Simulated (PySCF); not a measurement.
3,4-dichlorobuta-1,2-diene (C4H4Cl2), SMILES C=C=C(Cl)CCl. Geometry optimised at B3LYP-D3(BJ)/def2-SVP. Other conformers were not sampled.

Computed equilibrium geometry at B3LYP-D3(BJ)/def2-SVP (PySCF confirms it by a frequency run) as Cartesian coordinates in Å (one conformer of several):
```xyz
10

C      2.4234    -0.2206    -1.7568
C      1.3396    -0.3120    -1.0313
C      0.2404    -0.3948    -0.3205
Cl     0.1811    -1.4081     1.1168
C     -1.0251     0.3336    -0.6425
Cl    -1.4075     1.6112     0.5842
H      2.6078    -0.8983    -2.5989
H      3.1883     0.5358    -1.5439
H     -1.8795    -0.3564    -0.6505
H     -0.9380     0.8297    -1.6167
```
Charge 0, spin multiplicity 1.
